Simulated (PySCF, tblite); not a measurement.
Compound: C₇H₈P₂.
Z-matrix (Å and degrees, PBE0-D3(BJ)/def2-SVP geometry), rows numbered from 1:
```
C 
C   1  1.3871
P   2  1.7338  1  129.78
C   3  1.7638  2  103.70  1    -0.12
C   4  1.4892  3  117.56  2  -179.77
C   5  1.5123  4  121.51  3    37.98
C   6  1.4877  5   60.45  4  -110.71
C   4  1.3930  3  124.99  2     0.16
P   1  1.7351  2  127.52  3     0.04
H   1  1.0976  2  117.34  3  -179.98
H   2  1.0979  1  116.96  3   179.95
H   5  1.0949  4  113.22  3  -177.77
H   6  1.0930  5  117.48  7  -109.67
H   6  1.0948  5  116.55  7   108.50
H   7  1.0930  5  117.46  6   109.69
H   7  1.0949  5  116.65  6  -108.47
H   8  1.0993  4  115.68  3   179.87
```

Jobs on this species (17 atoms, 80 electrons) with PySCF (density fitting) and tblite. Hardware of each: an Arm Neoverse V1 with one thread (shared host). The host was shared with other jobs, so the times are rough.

```json
{"level and settings": "CAM-B3LYP/def2-SVPD", "work": "10 singlets by full TDDFT, 4 Tamm–Dancoff triplets, polarisability, dynamic polarisability, ΔSCF ions", "basis functions": "252", "SCF cycles": "?", "wall time": "?"}
{"level and settings": "GFN2-xTB", "work": "Hessian by finite differences", "basis functions": "–", "SCF cycles": "–", "wall time": "0.7 s"}
{"level and settings": "PBE0/pcSseg-1, IEF-PCM dichloromethane", "work": "shieldings, ring-centre shieldings", "basis functions": "207", "SCF cycles": "?", "wall time": "?"}
{"level and settings": "CAM-B3LYP/def2-SVPD, IEF-PCM benzene", "work": "6 singlets by full TDDFT, polarisability", "basis functions": "252", "SCF cycles": "?", "wall time": "?"}
{"level and settings": "PBE0/pcSseg-1", "work": "shieldings, ring-centre shieldings, charges and field gradients", "basis functions": "207", "SCF cycles": "14", "wall time": "40 s"}
{"level and settings": "PBE0/pcSseg-1, IEF-PCM benzene", "work": "shieldings, ring-centre shieldings, charges and field gradients", "basis functions": "207", "SCF cycles": "14", "wall time": "39 s"}
{"level and settings": "GFN2-xTB", "work": "L-BFGS relaxation", "basis functions": "–", "SCF cycles": "–", "wall time": "1.1 s"}
{"level and settings": "KT2/pcSseg-1", "work": "shieldings, ring-centre shieldings", "basis functions": "207", "SCF cycles": "16", "wall time": "48 s"}
{"level and settings": "PBE0-D3(BJ)/def2-SVP, grid level 1", "work": "geometry optimisation from a GFN2-xTB start shaken at random", "basis functions": "174", "SCF cycles": "44", "wall time": "1.8 min"}
```

Problem. Fill in the missing figures.

Solution. 
- CAM-B3LYP/def2-SVPD; 10 singlets by full TDDFT, 4 Tamm–Dancoff triplets, polarisability, dynamic polarisability, ΔSCF ions: 4.6 min, 13 SCF cycles
- PBE0/pcSseg-1, IEF-PCM dichloromethane; shieldings, ring-centre shieldings: 33 s, 14 SCF cycles
- CAM-B3LYP/def2-SVPD, IEF-PCM benzene; 6 singlets by full TDDFT, polarisability: 59 s, 13 SCF cycles

Problem. What do all jobs in the table cost together?

Solution. About 10 min; the longest takes about 46 % of that, and about 390 times as long as the shortest.
